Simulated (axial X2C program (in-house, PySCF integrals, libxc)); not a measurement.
## Working with the constants of RuSe

A bond curve at the PBE level, two-component, was computed with an in-house relativistic program for diatomic molecules (basis Ru dyall-cv3z [12s12p8d5f3g], Se dyall-cv3z [8s9p6d4f1g] (cores contracted in-house)) for the state Ω = 4 (⟨Sz⟩ = 2.00, ⟨Lz⟩ = 2.00 at PBE). Its fit gives Re = 2.2253 Å, ωe = 340.2 cm⁻¹, ωexe = 0.817 cm⁻¹ and αe = 2.425e-04 cm⁻¹; the masses are 101.9043 and 79.9165 u. Two-component means X2C with spin–orbit coupling and atomic mean-field Coulomb and Gaunt terms.

Q: Find the reduced mass, Be and the force constant.

A: From the PBE values: μ = 44.7904 u. Be = 16.8576/(μ Re²) = 0.076 cm⁻¹. k = 5.8918×10⁻⁷ μ ωe² = 3.05 mdyn/Å.

Q: The dipole moment p changes by 2.86 D/Å at Re. What harmonic infrared intensity follows?

A: I = 42.256 × (dp/dR)²/μ = 7.7 km/mol.

Q: Estimate the centrifugal constant by the Kratzer relation.

A: D = 4Be³/ωe² = 1.52e-08 cm⁻¹.

Q: A Morse curve ties αe to the other constants (Pekeris). How well does that hold?

A: αe(Morse) = 6Be²/ωe × (√(ωexe/Be) − 1) = 2.321e-04 cm⁻¹; the PBE curve gives 2.425e-04 cm⁻¹, a ratio of 0.96.

Q: Where do the fundamental and the first overtone lie?

A: ν(1←0) = ωe − 2ωexe = 338.6 cm⁻¹; ν(2←0) = 2ωe − 6ωexe = 675.5 cm⁻¹.

Occupations by symmetry block were frozen at the best pattern of an incomplete PBE0 search. Density functionals use the spin component along the axis (collinear). Other states lie close and PBE0, whose exact exchange favours high spin, may order them wrongly; the determinant shown need not be the ground state. The nearest other 2c determinant of the search, Ω = 2, lies 0.50 eV up at the distance of the search. The functionals have no current-density term, which raises determinants with orbital currents, atoms included. With several unpaired electrons one determinant need not be a pure state. Open-shell Ω = 0 determinants with evenly filled partner blocks cannot be reached by this program, so the Ω shown need not be the lowest component.
